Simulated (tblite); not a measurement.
Compound: C4H6FN3.
Numbering: `[CH3:1][c:2]1[n:3][n:4]([CH3:5])[n:6][c:7]1[F:8]` (hydrogens: H9, H10, H11 on C1; H12, H13, H14 on C5)

Computed with GFN2-xTB (tblite), gas phase: L-BFGS steps from a force-field or distance-geometry start until the largest atomic force falls under 0.01 eV/Å.

Step 0: E = -682.9655 eV
```
atom  x, y, z in Å  |  force x, y, z in eV/Å
C1      2.3470   -0.5828   -0.0592   -0.736  -0.419  -1.086
C2      0.9818    0.0314    0.0433    0.384  -1.728  -0.308
N3     -0.1292   -0.7010   -0.1856   -0.393   0.816   0.015
N4     -1.1838    0.1324   -0.0153    2.967   0.461   0.380
C5     -2.5643   -0.2928   -0.1675    0.600  -0.258  -0.229
N6     -0.7286    1.3317    0.3377   -0.712   1.182   0.244
C7      0.6295    1.3153    0.3850   -2.212  -0.226  -0.129
F8      1.4290    2.3442    0.7043   -0.824  -0.529  -0.212
H9      3.1474    0.1699   -0.0729   -0.424  -0.401   0.257
H10     2.3323   -1.1313   -1.0401    0.347   0.340   0.900
H11     2.4160   -1.3202    0.7448    0.431   0.235  -0.178
H12    -3.2280    0.5524   -0.4288    0.537  -0.370   0.427
H13    -2.5589   -1.0104   -1.0148   -0.066   0.330   0.484
H14    -2.8909   -0.8394    0.7470    0.103   0.565  -0.566
```

Step 1: E = -683.2042 eV
```
atom  x, y, z in Å  |  force x, y, z in eV/Å
C1      2.3364   -0.5888   -0.0747   -0.087  -0.239  -0.194
C2      0.9873    0.0067    0.0389   -0.419   0.074   0.040
N3     -0.1348   -0.6893   -0.1854    0.248  -0.037  -0.137
N4     -1.1414    0.1390   -0.0098   -0.044   0.315   0.178
C5     -2.5557   -0.2965   -0.1709    1.149   0.178   0.013
N6     -0.7387    1.3486    0.3412   -0.403   0.708   0.154
C7      0.5979    1.3121    0.3831   -0.528  -0.466  -0.125
F8      1.4172    2.3366    0.7013   -0.901  -0.633  -0.240
H9      3.1413    0.1642   -0.0692   -0.494  -0.389   0.184
H10     2.3373   -1.1265   -1.0273    0.320  -0.057   0.189
H11     2.4222   -1.3168    0.7422    0.392   0.219  -0.258
H12    -3.2204    0.5471   -0.4228    0.570  -0.269   0.369
H13    -2.5599   -1.0056   -1.0080    0.034   0.136   0.223
H14    -2.8894   -0.8313    0.7389    0.163   0.459  -0.396
```

Step 2: E = -683.3044 eV
```
atom  x, y, z in Å  |  force x, y, z in eV/Å
C1      2.3317   -0.5951   -0.0830   -0.130   0.076   0.273
C2      0.9811    0.0007    0.0383   -0.064   0.256   0.039
N3     -0.1319   -0.6865   -0.1879   -0.172  -0.091  -0.116
N4     -1.1296    0.1469   -0.0049   -0.693   0.145   0.039
C5     -2.5316   -0.2942   -0.1715    0.738   0.280   0.073
N6     -0.7493    1.3669    0.3451   -0.164  -0.050  -0.014
C7      0.5786    1.3024    0.3802   -0.006   0.013   0.023
F8      1.3968    2.3225    0.6959   -0.678  -0.439  -0.172
H9      3.1302    0.1552   -0.0646   -0.344  -0.208   0.127
H10     2.3447   -1.1261   -1.0199    0.261  -0.292  -0.264
H11     2.4314   -1.3117    0.7366    0.322   0.085  -0.155
H12    -3.2074    0.5405   -0.4140    0.562  -0.138   0.288
H13    -2.5595   -1.0017   -1.0017    0.153   0.032   0.059
H14    -2.8860   -0.8203    0.7291    0.215   0.331  -0.201
```

Step 3: E = -683.3644 eV
```
atom  x, y, z in Å  |  force x, y, z in eV/Å
C1      2.3239   -0.5973   -0.0838   -0.061  -0.003   0.131
C2      0.9786   -0.0021    0.0379   -0.378   0.324   0.024
N3     -0.1363   -0.6845   -0.1916   -0.238   0.058  -0.027
N4     -1.1303    0.1552   -0.0006   -0.433  -0.078  -0.084
C5     -2.5022   -0.2876   -0.1710    0.010   0.083   0.008
N6     -0.7601    1.3774    0.3472   -0.028  -0.379  -0.073
C7      0.5625    1.2980    0.3792    0.094  -0.194  -0.038
F8      1.3694    2.3045    0.6888   -0.178   0.153   0.018
H9      3.1160    0.1452   -0.0588   -0.108   0.066   0.085
H10     2.3552   -1.1316   -1.0199    0.176  -0.251  -0.245
H11     2.4444   -1.3067    0.7301    0.227  -0.086   0.028
H12    -3.1868    0.5332   -0.4021    0.420   0.122   0.154
H13    -2.5560   -0.9981   -0.9960    0.262   0.012  -0.017
H14    -2.8791   -0.8060    0.7183    0.235   0.171   0.036
```

**Question.** Estimate the geometry and energy of step 4. (The exact step hangs on the optimiser's Hessian estimate; all steps are aligned on step 3, rigid shifts and turns removed.)

**Answer.** E = -683.3834 eV, largest force 0.386 eV/Å
```
atom  x, y, z in Å  |  force x, y, z in eV/Å
C1      2.3201   -0.5987   -0.0833   -0.138  -0.028  -0.010
C2      0.9711    0.0011    0.0379   -0.023  -0.047  -0.056
N3     -0.1416   -0.6821   -0.1930   -0.277  -0.046  -0.044
N4     -1.1345    0.1566   -0.0004   -0.165  -0.097  -0.094
C5     -2.4934   -0.2848   -0.1710   -0.205  -0.057  -0.030
N6     -0.7644    1.3753    0.3469   -0.089  -0.287  -0.049
C7      0.5572    1.2926    0.3779    0.073   0.097   0.037
F8      1.3581    2.3018    0.6870   -0.098   0.218   0.043
H9      3.1098    0.1432   -0.0555   -0.060   0.135   0.062
H10     2.3615   -1.1369   -1.0229    0.116  -0.140  -0.096
H11     2.4523   -1.3066    0.7286    0.154  -0.105   0.061
H12    -3.1734    0.5330   -0.3957    0.261   0.276   0.071
H13    -2.5505   -0.9965   -0.9941    0.257   0.003  -0.043
H14    -2.8730   -0.7985    0.7154    0.193   0.080   0.147
```

The energy changes by -0.0190 eV. The first-order estimate −F·Δx gives -0.0271 eV and the mean of the old and new forces, exact on a quadratic surface, -0.0190 eV. The step makes an angle of 43° with the force vector and moves no atom by more than 0.015 Å.

The cost below is that of the whole relaxation. Hardware: one thread of an AMD EPYC 9R14, shared host with 96 logical CPUs at a one-minute load of 48. Cost: 0.14 s of wall time.
